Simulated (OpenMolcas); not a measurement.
**Cr2+, Mo2+, W2+: d4 down the group**

```yaml
Program: OpenMolcas
Method: SS-CASPT2, IPEA 0.25 Eh, imaginary shift 0.1 Eh
Basis: ANO-RCC-VTZP
Scalar_Hamiltonian: DKH2, point nucleus
Spin-orbit_coupling: RASSI with atomic mean-field integrals over the reference wave functions, term energies averaged over their components
```

Active space for each ion: 4 electrons in 5 orbitals (d); closed shells correlated by CASPT2: Cr2+ 3s 3p; Mo2+ 4s 4p; W2+ 5s 5p.

Computed levels in cm-1 above 5D0:

```
                               Level   Cr2+   Mo2+    W2+
                                 5D1   65.9    235   2210
                                 5D2    195    654   4440
                                 5D3    383   1203   6360
                                 5D4    623   1845   7920
                              3P0(1)  16790  12190  12100
                              3P1(1)  17180  13420  16070
                                 3H4  17530  13690  15150
                                 3H5  17670  14240  18270
                                 3H6  17830  14740  19850
weight of 5D in the lowest level (%)    100     98     71
```

Mixed levels, with the weight of the term that names them: W2+ 5D0 (71 %), W2+ 3P0(1) (62 %), W2+ 3H4 (59 %).

Measured, with the error of the calculation in %. Measured levels: Cr2+ from Sugar and Corliss, J. Phys. Chem. Ref. Data 6, 317 (1977); Mo2+ from Sugar and Musgrove, J. Phys. Chem. Ref. Data 17, 155 (1988); W2+ from NIST levels as listed in McCann et al., Mon. Not. R. Astron. Soc. 538, 537 (2025).

```tsv
Level	Cr2+	Mo2+	W2+
5D1	62.2 (+5.9)	242 (-2.8)	2256 (-2.2)
5D2	183 (+6.5)	668 (-2.2)	4461 (-0.4)
5D3	357 (+7.3)	1224 (-1.7)	6278 (+1.3)
5D4	576 (+8.2)	1872 (-1.5)	7687 (+3.0)
3P0(1)	16771 (+0.1)	11149 (+9.3)	9904 (+22.2)
3P1(1)	17169 (+0.1)	12510 (+7.3)	12881 (+24.8)
3H4	17274 (+1.5)	12680 (+8.0)	13701 (+10.6)
3H5	17397 (+1.6)	13276 (+7.2)	
3H6	17531 (+1.7)	13811 (+6.8)
```

The fine-structure level 5D4 changes by a factor of 12.7 from Cr2+ to W2+.

Without spin-orbit coupling 3P(1) lies 17140, 13070, 11010 cm-1 above 5D in that order; the difference to the level 3P0(1), of either sign, comes from spin-orbit coupling, which also lowers the zero.

CASPT2 does not keep the components of a term degenerate, so their means are used; among the terms shown or strongly mixed into the levels shown the widest spread is 330 cm-1 (5d4 1G(1), W2+). Over all roots computed the reference weight is 0.90 to 0.95 in W2+; the roots of lowest weight are the least certain, and an intruder state may touch them. Levels of configurations with an s electron are missing; early in the row they begin among the upper levels of the d shell and mix with terms of their name (holds for Mo2+). Configurations with an s electron lie low in 5d ions of this charge, fall among these levels and mix in, so low-spin terms can stand far too high, up to twice their true height, and weights are not those of the real levels (holds for W2+). Some levels mix across a computed gap that differs much from the measured one, so their mixing is not that of the real levels (holds for W2+). Some terms miss by over 15 % even with CASPT2, which points to a basis or an active space too small for the shells correlated (holds for W2+). Measured partners are found by configuration, term and J. A level has none where our copy of the source lacks it or the pairing is in doubt (some pairs that miss far off the trend of their configuration count as doubtful), and it then counts in no deviation. Levels of configurations outside the active space are missing.

A number in round brackets counts repeated terms of one configuration in the order of the reference energies.
